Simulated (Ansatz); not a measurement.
Start from `[NH2][In]([OH])[Br]` and change one element to get `[NH2][In]([SH])[Br]`.

Ansatz, PBE0-D4/def2-TZVP geometries, multiplicity 1. Each molecule was computed in one conformer, which needn't be the lowest.

Elements past krypton have def2 core potentials. Scalar relativity is left out up to krypton.

```
                               property  `[NH2][In]([OH])[Br]`
      HOMO energy (PBE/def2-TZVPP) / eV                  -6.44
     HOMO energy (PBE0/def2-TZVPP) / eV                  -7.83
    LUMO energy (B3LYP/def2-TZVPP) / eV                  -2.12
  HOMO energy (ωB97M-V/def2-TZVPP) / eV                 -10.17
  LUMO energy (ωB97M-V/def2-TZVPP) / eV                   0.05
HOMO–LUMO gap (ωB97M-V/def2-TZVPP) / eV                  10.22
```

Problem. Give the same properties after the change, and the shifts. (Best estimate.)

Solution. The calculation gave: 
| property | `[NH2][In]([SH])[Br]` | shift |
| --- | --- | --- |
| HOMO energy (PBE/def2-TZVPP) / eV | -6.30 | 0.14 |
| HOMO energy (PBE0/def2-TZVPP) / eV | -7.62 | 0.21 |
| LUMO energy (B3LYP/def2-TZVPP) / eV | -2.04 | 0.08 |
| HOMO energy (ωB97M-V/def2-TZVPP) / eV | -9.86 | 0.31 |
| LUMO energy (ωB97M-V/def2-TZVPP) / eV | 0.10 | 0.05 |
| HOMO–LUMO gap (ωB97M-V/def2-TZVPP) / eV | 9.96 | -0.26 |

With PBE0 the HOMO rises by 0.21 eV and the LUMO rises by 0.05 eV, so the gap narrows by about 0.16 eV. PBE moves the HOMO by 0.14 eV and ωB97M-V by 0.31 eV.

B3LYP here is the variant with VWN-RPA as its local correlation; programs differ in this.

Spin–orbit coupling is left out; it splits and shifts lone-pair levels of the heavy atoms by tenths of an eV.
